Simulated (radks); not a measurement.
Values are calculated unless marked as measured or tabulated.
Neutral praseodymium inside a hard spherical wall (all orbitals vanish at R), configuration held at [Xe] 4f3 6s2 and not refilled when levels cross. Code: a radial shooting solver on a logarithmic mesh with Libxc functionals. Model: scalar-relativistic Kohn-Sham, LDA (Slater exchange, VWN5 correlation), spin-unpolarised, spherical densities, point nucleus. Eigenvalues in eV, with the zero of energy where the potential of the charges vanishes at infinity; a dash marks a level that is unbound or too diffuse for the functional's potential to be trusted. A positive occupied level is held by the wall or, in an anion where self-interaction has pushed it up, behind a barrier. The pressure on the wall is -dE/dV.

R (bohr)  E (hartree)  kinetic (hartree)    e(5s)    e(5p)   e(6s)  e(5d, empty)   e(4f)  e(6p, empty)  pressure (GPa)
free       -9230.6288           9801.718  -39.140  -21.543  -3.589        -2.154  -1.438        -1.288               0
20         -9230.6288           9801.718  -39.140  -21.543  -3.589        -2.154  -1.438        -1.287        < 0.0001
10         -9230.6249           9801.752  -38.912  -21.319  -3.403        -1.955  -1.212        -0.854          0.0863
8          -9230.6043           9801.873  -38.295  -20.718  -2.792        -1.396  -0.598         0.231           0.805
5          -9230.2377           9803.348  -34.482  -17.112   3.874         2.821   3.438        10.160            37.1
2.5        -9220.1079           9838.322   -3.073   17.615  106.73        50.714  39.322        130.08            6950
1.5        -9143.2179          10063.249   166.50   210.50  575.45        278.06  153.51        621.30          239000
